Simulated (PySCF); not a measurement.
SiH2F2, SMILES F[SiH2]F. Atoms are numbered in the order given.

```xyz
5

Si     0.0000     0.0000     0.4485
F      1.2884     0.0000    -0.4869
F     -1.2884     0.0000    -0.4869
H      0.0000     1.2379     1.2425
H      0.0000    -1.2379     1.2425
```

The structure is a stationary point at TPSSh-D3(BJ)/def2-TZVP.

Level of theory: TDDFT-ωB97X/def2-SVPD (PySCF).

Vertical excitations. Gas-phase values at a fixed geometry. State labels are in the subgroup C2v.

Computed lowest excited states:
```tsv
state	symmetry	energy (eV)	λ (nm)	f	main pairs
S1	A2	8.74	142	0.000	HOMO→LUMO+1 98 %
S2	B2	9.05	137	0.050	HOMO→LUMO 82 %, HOMO→LUMO+2 14 %
S3	B2	10.19	122	0.190	HOMO→LUMO+2 76 %, HOMO→LUMO 13 %
S4	B1	11.15	111	0.095	HOMO−1→LUMO+1 75 %, HOMO−2→LUMO 18 %
S5	A1	11.35	109	0.169	HOMO−1→LUMO 65 %, HOMO−1→LUMO+2 16 %, HOMO−2→LUMO+1 11 %
S6	A1	11.57	107	0.011	HOMO−2→LUMO+1 61 %, HOMO−1→LUMO 16 %, HOMO→LUMO+4 15 %
S7	B2	11.66	106	0.357	HOMO→LUMO+3 60 %, HOMO−3→LUMO+1 30 %
S8	A2	11.79	105	0.000	HOMO−3→LUMO 85 %
S9	B1	11.81	105	0.168	HOMO−2→LUMO 68 %, HOMO−1→LUMO+1 19 %
S10	B2	11.95	104	0.053	HOMO−3→LUMO+1 64 %, HOMO→LUMO+3 27 %
T1	A2	8.29	150	0	HOMO→LUMO+1 95 %
T2	B2	8.52	146	0	HOMO→LUMO 75 %, HOMO→LUMO+2 15 %
T3	B2	9.65	128	0	HOMO→LUMO+2 45 %, HOMO→LUMO+3 41 %
T4	B1	10.29	120	0	HOMO−1→LUMO+1 86 %
```
Triplets are in the Tamm–Dancoff approximation, which puts them higher than full response would, so one can lie above its singlet here.
